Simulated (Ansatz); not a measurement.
Cost and result up the ladder for Si8Ge8H26, an alloyed nanocrystal cut from the lattice of silicon (8 Ge, core) (42 atoms). Total charge 0; singlet. Geometry: r2SCAN-D4/def2-SVP.

Cartesian coordinates in Å:
```
Ge -1.760 -1.278 0.734
Ge 0.517 1.943 1.203
Ge 1.678 -0.987 -1.214
Ge -2.440 -3.042 -0.793
Ge -0.589 -2.273 2.616
Ge 0.943 -2.754 -2.711
Ge 2.818 -1.985 0.685
Ge -0.234 0.254 -0.374
Si -0.507 -4.239 -1.529
Si 1.320 -3.466 1.814
Si -2.497 4.051 0.146
Si 0.872 4.335 -1.764
Si -1.393 3.128 2.001
Si 0.620 -5.147 0.325
Si 2.013 3.415 0.070
Si -1.026 5.488 -0.993
H -0.929 -5.355 -2.439
H 2.029 -4.110 2.970
H -2.999 -0.503 1.233
H 1.236 1.226 2.365
H 2.633 -0.026 -1.957
H -3.717 4.808 0.575
H -2.929 2.949 -0.772
H 0.446 3.234 -2.686
H 1.759 5.270 -2.528
H -3.413 -4.000 -0.076
H -3.180 -2.430 -2.000
H -1.530 -3.240 3.362
H -0.158 -1.174 3.608
H -2.287 2.189 2.749
H -0.977 4.226 2.930
H -0.291 -6.098 1.041
H 1.815 -5.917 -0.151
H 2.169 -3.525 -3.243
H 0.208 -2.140 -3.919
H 4.054 -2.768 0.198
H 3.308 -0.881 1.645
H -0.959 0.947 -1.551
H 3.223 2.652 -0.375
H 2.458 4.514 0.984
H -1.730 6.152 -2.136
H -0.577 6.555 -0.041
```

Ansatz on 4 threads of AMD EPYC 7R13 on a shared host and a share (37 GiB) of an NVIDIA H100 80GB HBM3. Times are rough, and most runs start from the orbitals of an earlier one. PBE0-D4/def2-TZVP serves as the yardstick here, not as an exact answer. Differences are given only for rows in sets of like size (and for xTB, whose basis is part of the method), since another set adds its own error. Binding counts from free atoms at the same level (Ge triplet, Si triplet, H doublet; other spins of the atoms weren't run), without zero-point energy or a counterpoise term.

Correlated methods freeze 112 core orbitals; core or outer-core shells of Ge are correlated, in sets that lack core-valence functions. The rows differ in basis, and correlated rows in double-zeta sets carry the largest basis error. Single mean-field runs in def2-SVP, def2-TZVP are fitted with def2-universal-jkfit.

Correlated methods converge slowly with the basis, most of all in double-zeta sets.

| level | functions | wall time |
| --- | --- | --- |
| PBE-D4/def2-SVP | 530 | 3.7 s |
| PBE0-D4/def2-SVP | 530 | 6 s |
| r2SCAN-D4/def2-TZVP | 836 | 7 s |
| PBE-D4/def2-TZVP (with forces) | 836 | 7.5 s |
| BHLYP-D4/def2-TZVP | 836 | 8.5 s |
| PBE0-D4/def2-TZVP | 836 | 11 s |
| MP2/def2-SVP | 530 | 12 s |

**Question.** Estimate what each level gives for the binding energy per atom (eV).

**Answer.** 
```json
{"level": "PBE-D4/def2-SVP", "binding energy per atom (eV)": "3.00", "difference from PBE0-D4/def2-TZVP (eV)": "–"}
{"level": "PBE0-D4/def2-SVP", "binding energy per atom (eV)": "3.00", "difference from PBE0-D4/def2-TZVP (eV)": "–"}
{"level": "r2SCAN-D4/def2-TZVP", "binding energy per atom (eV)": "3.04", "difference from PBE0-D4/def2-TZVP (eV)": "0.03"}
{"level": "PBE-D4/def2-TZVP (with forces)", "binding energy per atom (eV)": "3.00", "difference from PBE0-D4/def2-TZVP (eV)": "-0.01"}
{"level": "BHLYP-D4/def2-TZVP", "binding energy per atom (eV)": "2.99", "difference from PBE0-D4/def2-TZVP (eV)": "-0.02"}
{"level": "PBE0-D4/def2-TZVP", "binding energy per atom (eV)": "3.01", "difference from PBE0-D4/def2-TZVP (eV)": "0.00"}
{"level": "MP2/def2-SVP", "binding energy per atom (eV)": "2.79", "difference from PBE0-D4/def2-TZVP (eV)": "–"}
```
